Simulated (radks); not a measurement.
The numbers below are computed, except where a source is named.
Question: The rhenium ion Re4+, 71 electrons, occupied as [Xe] 4f14 5d3 (the NIST ground configuration). Code: a radial shooting solver on a logarithmic mesh with Libxc functionals. Model: Dirac Kohn-Sham, Slater X-alpha with alpha = 1.011, spin-unpolarised, spherical densities, finite nucleus; open shells are shared between the two j in proportion to 2j + 1; Fermi nuclear charge, rms radius 5.3698 fm. Some entries of the table are withheld. Estimate them.

orbital  occ.  eigenvalue (hartree)  <r^2> (bohr^2)
1s1/2       2             -2642.886       0.0004468
2s1/2       2             -461.5958             (1)
2p1/2       2                   (2)        0.004819
2p3/2       4                   (3)        0.006011
3s1/2       2             -108.8346         0.04407
3p1/2       2             -100.2336             (4)
3p3/2       4             -88.55102             (5)
3d3/2       4             -73.90496         0.03605
3d5/2       6             -71.35042         0.03783
4s1/2       2             -24.41801          0.2164
4p1/2       2             -20.77931          0.2218
4p3/2       4             -18.03772          0.2559
4d3/2       4                   (6)          0.2750
4d5/2       6                   (7)          0.2876
5s1/2       2              -5.09091           1.146
5p1/2       2              -3.94854           1.349
4f5/2       6                   (8)          0.3789
4f7/2       8                   (9)          0.3898
5p3/2       4              -3.50133           1.571
5d3/2     1.2              -1.92266           2.540
5d5/2     1.8              -1.86998           2.655

Answer: 
(1) 2s1/2 <r^2> (bohr^2): 0.006779
(2) 2p1/2 eigenvalue (hartree): -442.7080
(3) 2p3/2 eigenvalue (hartree): -389.1779
(4) 3p1/2 <r^2> (bohr^2): 0.04027
(5) 3p3/2 <r^2> (bohr^2): 0.04676
(6) 4d3/2 eigenvalue (hartree): -11.99624
(7) 4d5/2 eigenvalue (hartree): -11.48366
(8) 4f5/2 eigenvalue (hartree): -3.79936
(9) 4f7/2 eigenvalue (hartree): -3.69974
